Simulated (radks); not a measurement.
Results of a calculation; reference values are marked as such.
Species: Be+. Configuration: [He] 2s1 (the NIST ground configuration). Code: a radial shooting solver on a logarithmic mesh with Libxc functionals. Model: non-relativistic Kohn-Sham, PBE, spin-unpolarised, spherical densities, point nucleus; without spin polarisation the odd electron is poorly described.

Radial electron density D(r) = 4 pi r^2 rho(r):

| r (bohr) | D(r) (e/bohr) |
|---|---|
| 0.02607 | 0.2451 |
| 0.02892 | 0.2949 |
| 0.03209 | 0.3540 |
| 0.03561 | 0.4238 |
| 0.0392 | 0.4989 |
| 0.04349 | 0.5935 |
| 0.04826 | 0.7034 |
| 0.05355 | 0.8303 |
| 0.05942 | 0.9755 |
| 0.06593 | 1.140 |
| 0.07316 | 1.326 |
| 0.08118 | 1.531 |
| 0.09007 | 1.757 |
| 0.09995 | 2.001 |
| 0.1109 | 2.260 |
| 0.1231 | 2.529 |
| 0.1365 | 2.802 |
| 0.1515 | 3.069 |
| 0.1681 | 3.321 |
| 0.1865 | 3.546 |
| 0.207 | 3.730 |
| 0.2297 | 3.860 |
| 0.2548 | 3.923 |
| 0.2828 | 3.909 |
| 0.3138 | 3.812 |
| 0.3454 | 3.647 |
| 0.3832 | 3.390 |
| 0.4252 | 3.063 |
| 0.4718 | 2.684 |
| 0.5236 | 2.274 |
| 0.5809 | 1.860 |
| 0.6446 | 1.467 |
| 0.7153 | 1.120 |
| 0.7936 | 0.8360 |
| 0.8806 | 0.6235 |
| 0.9771 | 0.4835 |
| 1.084 | 0.4088 |
| 1.203 | 0.3865 |
| 1.335 | 0.4009 |
| 1.481 | 0.4329 |
| 1.644 | 0.4643 |
| 1.824 | 0.4806 |
| 2.024 | 0.4727 |
| 2.245 | 0.4377 |
| 2.491 | 0.3795 |
| 2.765 | 0.3067 |
| 3.043 | 0.2361 |
| 3.377 | 0.1651 |
| 3.747 | 0.1063 |
| 4.157 | 0.06256 |
| 4.613 | 0.03329 |
| 5.119 | 0.01583 |
| 5.68 | 0.006654 |
| 6.302 | 0.002441 |
| 6.993 | 0.0007722 |
| 7.759 | 0.0002080 |

D(r) has 2 maxima, at r = 0.263, 1.87 bohr, and minima at 1.20 bohr, inside which lie 2.07 electrons.
